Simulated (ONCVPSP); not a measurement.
# Reading a pseudo-wave (chromium)

Columns: radius, all-electron u(r) and pseudo u(r) of the 3d shell (level -1.93 eV) of chromium in the configuration [Ne] 3s2 3p6 3d5.5 4s0.5; Wu-Cohen, scalar-relativistic, ONCV scheme, ONCVPSP 4.0.1.

```tsv
r (bohr)	all-electron	pseudo
0.095	0.0388	0.0035
0.190	0.1690	0.0269
0.285	0.3334	0.0845
0.380	0.4853	0.1815
0.475	0.6052	0.3122
0.570	0.6899	0.4619
0.665	0.7425	0.6108
0.760	0.7687	0.7389
0.855	0.7751	0.8313
0.950	0.7676	0.8806
1.045	0.7508	0.8879
1.140	0.7283	0.8609
1.235	0.7024	0.8115
1.330	0.6747	0.7520
1.425	0.6464	0.6928
1.520	0.6182	0.6410
1.615	0.5905	0.5989
1.710	0.5637	0.5656
1.805	0.5380	0.5381
1.900	0.5134	0.5134
1.995	0.4900	0.4900
2.090	0.4679	0.4679
2.185	0.4469	0.4469
2.280	0.4271	0.4270
2.375	0.4083	0.4083
2.470	0.3905	0.3905
```

Q: How many radial nodes do the two functions have?

A: The all-electron 3d function has n − l − 1 = 0; the pseudo-wave has 0.

Q: At about which radius was the pseudo-wave matched?

A: 1.90 bohr, where the columns begin to agree (steps of 0.10 bohr).

Q: Where does each function peak?

A: Outermost all-electron maximum near 0.85 bohr, pseudo maximum near 1.04 bohr (to the table’s step).

Q: Is the pseudo-wave norm-conserving?

A: Yes: the ONCV scheme keeps the norm inside the radius equal to the all-electron one, which fixes the energy derivative of the logarithmic derivative at the level.
